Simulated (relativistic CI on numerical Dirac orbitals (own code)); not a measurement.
# Hyperfine structure of Sb²¹⁺, mass number 125

Computed by Dirac-Coulomb-Breit CI, separate exchange-only KLI orbitals for each configuration, QED by a radiative potential, unscaled Slater integrals (own radial code, finite nucleus).

Configuration list (outside the closed core [Ar] 3d10): 4s2, 4s 4p, 4p2, 4s 4d, 4d2, 4s 4f, 4p 4d, 4f2, 4p 4f, 4d 4f, 4s 5s, 4s 5p, 4s 5d, 4s 5f, 4s 5g, 4s 6s. Levels of other configurations are missing.

Nuclear spin I = 7/2, μ = 2.63 μN (tables of Stone and Pyykkö). The electronic factors are computed for point nuclear moments, without core polarisation or the Bohr-Weisskopf and QED corrections.

| Level | E (cm⁻¹) | A (GHz) |
| --- | --- | --- |
| 4s 4p 3P°_1 | 344446 | 108.3 |
| 4s 4p 3P°_2 | 427494 | 55.72 |
| 4s 4p 1P°_1 | 520615 | -19.73 |
| 4p2 3P_1 | 837532 | -3.116 |
| 4p2 1D_2 | 841278 | 20.3 |
| 4p2 3P_2 | 938113 | 8.891 |
| 4s 4d 3D_1 | 1075830 | -43.76 |
| 4s 4d 3D_2 | 1082609 | 26.42 |

Levels with J = 0, under 50 % of one LS term, or S terms without an open s electron are left out. Small factors come from cancelling terms and can be off by tens of per cent or more.

At this charge energies of transitions that change n are usually good to better than 1 %, and those within a shell (Δn = 0) to a few per cent.

Q: Give the hyperfine levels of 4s 4p 3P°_1 relative to its centre of gravity.

A: With K = F(F + 1) − I(I + 1) − J(J + 1), E = AK/2: F = 5/2: -487.6, F = 7/2: -108.3, F = 9/2: 379.2 GHz.

LS names give the leading component of a level, which can be under half, so a name can repeat, a term be missing and a line seem to break the LS rules.
